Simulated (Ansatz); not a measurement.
`[AlH2][SiH2][SiH2][GaH2]` + `[OH][AlH2]` → `[AlH2][O][GaH2]` + `[AlH2][SiH2][SiH3]` at 700 K and 1 bar (cleavage of the Ga–Si bond).

Computed with Ansatz on PBE0-D4/def2-TZVP structures; ΔE is electronic, products minus reactants. CCSD(T)/CBS adds triple-zeta CCSD(T) − MP2 to the extrapolated MP2 energy (def2 sets, frozen cores). This one scheme is used for every species. For Ga outer-core shells are correlated without core-valence functions, which leaves a few kJ/mol of doubt a bond. Scalar relativity is left out up to krypton. Each species was taken in one conformer, which may not be the lowest.

```
                   species  CCSD(T)/CBS energy (Eh)  H − E (kJ/mol)  S (J/(mol·K))
`[AlH2][SiH2][SiH2][GaH2]`              -2748.88302           265.3          595.0
              `[OH][AlH2]`               -319.03157           111.2          312.7
         `[AlH2][O][GaH2]`              -2243.58748           143.6          419.4
      `[AlH2][SiH2][SiH3]`               -824.34741           225.8          484.0
```

H − E and S are ideal-gas, rigid-rotor, harmonic terms from PBE0-D4/def2-TZVP, for one conformer and one mirror image of each species. 1 Eh = 2625.50 kJ/mol, R = 8.31446 J/(mol·K).

**Question.** By hand: ΔE, ΔH, ΔS and ΔG.

**Answer.** ΔE = (-2243.58748) + (-824.34741) − (-2748.88302) − (-319.03157) = -0.02030 Eh = -53.3 kJ/mol. Δ(H − E) = 143.6 + 225.8 − 265.3 − 111.2 = -7.1, so ΔH = -60.4 kJ/mol. ΔS = 419.4 + 484.0 − 595.0 − 312.7 = -4.3 J/(mol·K). ΔG = -60.4 − 700 × (-4.3)/1000 = -57.4 kJ/mol.

**Question.** By hand: the equilibrium constant, and the temperature at which ΔG would vanish if ΔH and ΔS stayed fixed.

**Answer.** log₁₀ K = −ΔG/(RT ln 10) = 4.3. ΔG = 0 at ΔH/ΔS = 14047 K, far beyond where these terms or the molecules hold.

The number of gas molecules stays the same, so ΔS is small and ΔH decides. A doubt of 5 kJ/mol in ΔE shifts log₁₀ K by 0.4 here. Other conformers and mirror images would add mixing entropy, several J/(mol·K) or more a flexible species. Modes under 60 cm⁻¹, often nearly free rotors, make the harmonic entropy too high. These are equilibria of isolated gas molecules and say nothing of rates. Largest T1 diagnostic: 0.015 (customary marks: 0.02 for closed shells, 0.045 for open ones).
